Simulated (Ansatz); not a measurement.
Two isomers of C2H2AlF: A = `[F][Al]1[CH]=[CH]1`, B = `FC#[C][AlH2]`.

Program: Ansatz. Geometries: PBE0-D4/def2-TZVP. ΔE: electronic, gas phase. CCSD(T)/CBS is the MP2 limit (def2-TZVPP, def2-QZVPP) plus CCSD(T) − MP2 in def2-TZVPP, frozen cores. DFT in def2-TZVPP. B3LYP here is the variant with VWN-RPA as its local correlation; programs differ in this.

Problem. Which is lower in electronic energy at CCSD(T)/CBS, and by how much? (An estimate is asked.)

Solution. The calculation gave: A, by 61.1 kcal/mol.

Problem. Give E(B) − E(A) in kcal/mol with B3LYP-D4, BLYP-D4, LDA (SPW92), CCSD(T)/def2-TZVPP, CCSD/def2-TZVPP, PBE-D4, CCSD(T)/def2-SVP. (Estimate.)

Solution. Ansatz gave: B3LYP-D4 56.5, BLYP-D4 54.4, LDA (SPW92) 59.6, CCSD(T)/def2-TZVPP 59.3, CCSD/def2-TZVPP 59.2, PBE-D4 57.6, CCSD(T)/def2-SVP 54.9. None reverses the order clearly.

Problem. Does the order hold for the free energy at 298.15 K (harmonic terms from PBE0-D4)? (An estimate is asked.)

Solution. Computed: Yes: G(B) − G(A) = +55.8 kcal/mol.

Largest T1 diagnostic: 0.014.

From BLYP to BHLYP (50 % exact exchange), in def2-TZVPP and without D4, E(B) − E(A) moves by +4.3 kcal/mol. In def2-TZVPP, CCSD(T) changes the Hartree–Fock value by +5.1 kcal/mol (the triples alone add +0.1 kcal/mol) and MP2 by +6.9 kcal/mol.
